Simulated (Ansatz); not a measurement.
```yaml
crystal:
  periodic: [false, false, false]
  atoms:
    - {symbol: O, position_ang: [-1.438360, -1.000560, 0.781621]}
    - {symbol: B, position_ang: [-0.950467, -0.044417, -0.046971]}
    - {symbol: B, position_ang: [0.659872, 0.445216, 0.058126]}
    - {symbol: S, position_ang: [1.915457, -0.456869, -0.805180]}
    - {symbol: H, position_ang: [-2.372536, -1.180609, 0.647506]}
    - {symbol: H, position_ang: [-1.703027, 0.465828, -0.845110]}
    - {symbol: H, position_ang: [0.986828, 1.424767, 0.662288]}
    - {symbol: H, position_ang: [2.994432, 0.289542, -0.507980]}
basis:
  gaussian: {orbitals: STO-3G}
hamiltonian: {xc: {name: r2SCAN}, pseudopotentials: {relativity: scalar}}
charge: 1
output: {forces: true}
```

```sh
$ ansatz run in.yaml --threads 2 --pin off --events-out ev --progress --plain --max-ram 4352MiB
```

It prints (some lines left out):

```
Error: YAML parse error: error: line 15 column 1: unknown field `charge`, expected one of crystal, accuracy, basis, kpoints, hamiltonian, magnetization, projection, total_charge, correlation, batch, efield, external_charges, scf, relax, neb, saddle, md, ramp, phonons, dielectric, real_time, elastic, magnetic_configurations, gw, evaluate, workflow, output, checkpoint, execution
13 |   gaussian: {orbitals: STO-3G}
14 | hamiltonian: {xc: {name: r2SCAN}, pseudopotentials: {relativity: …
15 | charge: 1
16 | output: {forces: true}
```

Problem. Something in this input is off. What?

Solution. The input holds a key that doesn't belong there. The input was rejected before any iteration.
